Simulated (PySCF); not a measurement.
Electronic structure of Ne⁺ (neon, charge +1) at the UHF level

Configuration: [He] 2s2 2p5, 2P determinant. Calculation: PySCF 2.14, in cc-pVDZ (3s2p1d, 14 functions); no relativity, point nucleus.

- Total energy: -127.765983 hartree
- One-electron energy: -174.9352 hartree
- Hartree (Coulomb) energy: 58.8000 hartree
- Exchange energy: -11.6309 hartree
- Kinetic energy: 127.67381 hartree
- ⟨S²⟩: 0.7516
- ⟨L²⟩: 2.005
- Sum of ⟨r⟩: 6.466 bohr
- Sum of ⟨r²⟩: 6.926 bohr²
- Traceless quadrupole moment −½Σ⟨3z² − r²⟩ along its main axis: 0.433 e·bohr²
- Density at the nucleus (Gaussians lack the cusp): 595 bohr⁻³
- Spin density at the nucleus: 0.278 bohr⁻³
- Langevin diamagnetic susceptibility: -5.49 ×10⁻⁶ cm³/mol
- Time after the integrals: 0.07 s of wall time on 1 thread of Intel(R) Xeon(R) Platinum 8259CL CPU @ 2.50GHz (shared host)

```tsv
shell	electrons	mean orbital energy (eV)	spread (eV)	rms radius, mean of both spins (bohr)
1s α	1	-916.08	0	0.183
1s β	1	-914.37	0	0.183
2s α	1	-74.690	0	0.950
2s β	1	-68.592	0	0.950
2p α	3	-45.023	3.576	1.01
2p β	2	-42.172	0	1.01
```
